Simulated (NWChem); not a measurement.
System: CH₃F₂In; SMILES [F][In]([F])[CH3]

Parts of the log:

```
             Northwest Computational Chemistry Package (NWChem) 7.3.0
             --------------------------------------------------------

                             Geometry "geometry" -> ""
                             -------------------------

 Output coordinates in angstroms (scale by  1.889725989 to convert to a.u.)

  No.       Tag          Charge          X              Y              Z
 ---- ---------------- ---------- -------------- -------------- --------------
    1 In                  49.0000    -0.00256200    -0.03318300     0.00204200
    2 F                    9.0000    -1.61935300     1.06772500    -0.00102100
    3 F                    9.0000     1.53521300     1.17516300    -0.00153900
    4 C                    6.0000     0.06048300    -2.16013500     0.00324500
    5 H                    1.0000     0.68860400    -2.49562000     0.83898000
    6 H                    1.0000     0.50121900    -2.49785700    -0.94435500
    7 H                    1.0000    -0.95898000    -2.55142200     0.10835100

 Effective nuclear repulsion energy (a.u.)     386.4965081425

                                 NWChem DFT Module
                                 -----------------

 Summary of "ao basis" -> "ao basis" (spherical)
 ------------------------------------------------------------------------------
       Tag                 Description            Shells   Functions and Types
 ---------------- ------------------------------  ------  ---------------------
 In                        def2-svpd                12       32   5s4p3d
 F                         def2-svpd                 9       23   4s3p2d
 C                         def2-svpd                 8       20   4s2p2d
 H                         def2-svpd                 4        8   2s2p

            General Information
            -------------------
          SCF calculation type: DFT
          Wavefunction type:  closed shell.
          No. of atoms     :     7
          No. of electrons :    48
           Alpha electrons :    24
            Beta electrons :    24
          Charge           :     0
          Spin multiplicity:     1
          Use of symmetry is: off; symmetry adaption is: off
          Maximum number of iterations: 150
          AO basis - number of functions:   122
                     number of shells:    50
          Convergence on energy requested:  1.00D-06
          Convergence on density requested:  1.00D-05
          Convergence on gradient requested:  5.00D-04

              XC Information
              --------------
                         B3LYP Method XC Potential
                     Hartree-Fock (Exact) Exchange  0.200
                        Slater Exchange Functional  0.800 local
                    Becke 1988 Exchange Functional  0.720 non-local
              Lee-Yang-Parr Correlation Functional  0.810
                  VWN I RPA Correlation Functional  0.190 local

             Grid Information
             ----------------
          Grid used for XC integration:  medium
          Radial quadrature: Mura-Knowles
          Angular quadrature: Lebedev.
          Tag              B.-S. Rad. Rad. Pts. Rad. Cut. Ang. Pts.
          ---              ---------- --------- --------- ---------
          In                  1.55      123          10.0       590
          F                   0.50       49          12.0       434
          C                   0.70       49          11.0       434
          H                   0.35       45          12.0       434
          Grid pruning is: on
          Number of quadrature shells:   405
          Spatial weights used:  Erf1

      Superposition of Atomic Density Guess
      -------------------------------------

 Sum of atomic energies:        -455.76607780

      Non-variational initial energy
      ------------------------------

 Total energy =    -427.423502
 1-e energy   =   -1046.651136
 2-e energy   =     427.386695
 HOMO         =      -0.397437
 LUMO         =      -0.081518

   convergence    iter        energy       DeltaE   RMS-Dens  Diis-err
 ---------------- ----- ----------------- --------- --------- ---------
 d= 0,ls=0.0,diis     1   -429.5383253625 -6.21D+02  2.08D-02  1.16D+00
 d= 0,ls=0.0,diis     2   -428.9243488038  6.14D-01  1.18D-02  8.21D+00
 d= 0,ls=0.0,diis     3   -429.6864527736 -7.62D-01  7.65D-04  5.95D-03
 d= 0,ls=0.0,diis     4   -429.6865870707 -1.34D-04  4.82D-04  3.05D-03
 d= 0,ls=0.0,diis     5   -429.6869778742 -3.91D-04  1.25D-04  2.80D-04
  Resetting Diis
 d= 0,ls=0.0,diis     6   -429.6870147108 -3.68D-05  1.65D-05  3.00D-06
 d= 0,ls=0.0,diis     7   -429.6870146269  8.39D-08  2.30D-05  3.96D-06
 d= 0,ls=0.0,diis     8   -429.6870134817  1.15D-06  1.54D-05  1.72D-05
 d= 0,ls=0.0,diis     9   -429.6870149693 -1.49D-06  6.12D-07  6.04D-09
 d= 0,ls=0.0,diis    10   -429.6870149699 -6.44D-10  1.66D-07  6.25D-10

         Total DFT energy =     -429.687014969920
      One electron energy =    -1049.407278298884
           Coulomb energy =      472.159313932504
    Exchange-Corr. energy =      -44.279989614736
 Nuclear repulsion energy =      191.840939011196

 Numeric. integr. density =       48.000012655390

                       DFT Final Molecular Orbital Analysis
                       ------------------------------------

[...]

 DFT Linear Response polarizability / au
 Frequency  =       0.0773000 / au
 Wavelength =     589.4353558 / nm
              X              Y              Z
 -----------------------------------------------
 X      45.3518147     -0.5155731     -0.0019200
 Y      -0.5155723     61.3684606      0.0109681
 Z      -0.0019200      0.0109937     36.8635164
 -----------------------------------------------
 Eigenvalues =      45.3352360     61.3850446     36.8635111
 Isotropic   =      47.8612639
 Anisotropic =      21.5716490
 -----------------------------------------------

 Magnetic Dipole Response Matrix (nonzero elements):
```

Level: B3LYP/def2-SVPD with def2 effective core potentials on In. Geometry: optimised at PBE0/def2-SVP. def2 effective core potentials on In; no spin-orbit coupling.

Reconstruct the input file.

Several could match; the one computed here: the input that was run:
```
start job
memory heap 200 mb stack 900 mb global 1100 mb
geometry units angstroms noautosym nocenter noautoz
  In    -0.002562    -0.033183     0.002042
  F     -1.619353     1.067725    -0.001021
  F      1.535213     1.175163    -0.001539
  C      0.060483    -2.160135     0.003245
  H      0.688604    -2.495620     0.838980
  H      0.501219    -2.497857    -0.944355
  H     -0.958980    -2.551422     0.108351
end
basis spherical
  * library def2-svpd
end
ecp
  In library def2-ecp
end
dft
  xc b3lyp
  iterations 150
end
property
  response 1 0.0773
end
task dft property
```
